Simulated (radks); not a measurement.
Tb XII, 54 electrons, occupied as [Kr] 4d10 4f6 5s2. Method: Dirac Kohn-Sham, PBE, spin-unpolarised, spherical densities, point nucleus; open shells are shared between the two j in proportion to 2j + 1; computed with a radial shooting solver on a logarithmic mesh with Libxc functionals.

Spin-orbit splittings of the eigenvalues, e(l+1/2) - e(l-1/2), with zeta = 2 splitting/(2l+1) and mean radii in bohr:

shell,occ.,splitting (eV),zeta (eV),<r> j=l-1/2,<r> j=l+1/2
2p,6,746.7,497.8,0.07589,0.08284
3p,6,154.2,102.8,0.2285,0.2417
3d,10,33.64,13.46,0.2140,0.2181
4p,6,35.06,23.38,0.5476,0.5761
4d,10,6.495,2.598,0.6027,0.6122
4f,6,1.081,0.3090,0.6889,0.6939
